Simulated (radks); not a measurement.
These are the eigenvalues of the occupied orbitals of an atom or ion with whole-number occupations (Ry). All-electron calculation, Dirac Kohn-Sham, PBEsol, spin-unpolarised, spherical densities, finite nucleus; Fermi nuclear charge, rms radius of each element as measured or else 0.836 A^(1/3) + 0.57 fm. Program: a radial shooting solver on a logarithmic mesh with Libxc functionals.

| orbital | eigenvalue |
|---|---|
| 1s1/2 | -2226.822 |
| 2s1/2 | -340.6303 |
| 2p1/2 | -318.8739 |
| 2p3/2 | -300.3798 |
| 3s1/2 | -68.52056 |
| 3p1/2 | -59.62275 |
| 3p3/2 | -56.21033 |
| 3d3/2 | -40.47921 |
| 3d5/2 | -39.76970 |
| 4s1/2 | -13.08374 |
| 4p1/2 | -10.07197 |
| 4p3/2 | -9.43773 |
| 4d3/2 | -4.66713 |
| 4d5/2 | -4.57441 |
| 5s1/2 | -2.86418 |

Which element is it, and in what charge state? The configuration may be excited. Open shells, if any, are shared by 2j + 1.

Answer. Z = 51, antimony, charge +3: Sb3+ in [Kr] 4d10 5s2. The list shows which subshells hold electrons but not how many an open one holds; the 1s level, -1113.4 hartree, gives Z - s = 47.2 by -(Z - s)^2/2, which with screening and relativity narrows Z to a few neighbours, and the depths of the outer levels then fix element, charge and occupations together.
